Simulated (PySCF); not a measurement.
AsH₂ + 2 HBr → AsH₄ + Br₂

Level: PBE0 in the def2-TZVP basis family, all electrons, no relativity, computed in PySCF with density fitting; open shells unrestricted.

```json
{"species": "AsH₂", "state and structure": "doublet, C2v, As–H 1.526 Å (×2); H–As–H 90.7°", "ZPE (kJ/mol)": "32.4", "H(298 K) − H(0) (kJ/mol)": "10.0", "S° (J/(mol K))": "225.3"}
{"species": "HBr", "state and structure": "singlet, C∞v, H–Br 1.421 Å", "ZPE (kJ/mol)": "16.0", "H(298 K) − H(0) (kJ/mol)": "8.7", "S° (J/(mol K))": "198.5"}
{"species": "AsH₄", "state and structure": "doublet, C2v, As–H 1.511 Å (×2), As–H 1.654 Å (×2); H–As–H 92.2° (×4), H–As–H 96.5°, H–As–H 173.2°", "ZPE (kJ/mol)": "69.1", "H(298 K) − H(0) (kJ/mol)": "11.0", "S° (J/(mol K))": "239.7"}
{"species": "Br₂", "state and structure": "singlet, D∞h, Br–Br 2.281 Å", "ZPE (kJ/mol)": "2.0", "H(298 K) − H(0) (kJ/mol)": "9.7", "S° (J/(mol K))": "244.8"}
```

Q: Is the gas-phase reaction uphill or downhill in electronic energy at this level, and by how much?

A: At PBE0/def2-TZVP, ΔE = 198.3 kJ/mol, uphill. 

Q: Add zero-point, thermal and entropy terms for 298.15 K and 1 bar.

A: ΔZPE = 6.7 and Δ[H(298) − H(0)] = -6.7 kJ/mol give ΔH° = 198.3 kJ/mol. ΔS° = -137.8 J/(mol K), so ΔG° = 198.3 − 298.15 × (-0.1378) = 239 kJ/mol.

Each species is the lowest minimum found with this bonding; other isomers or fragments can lie lower.
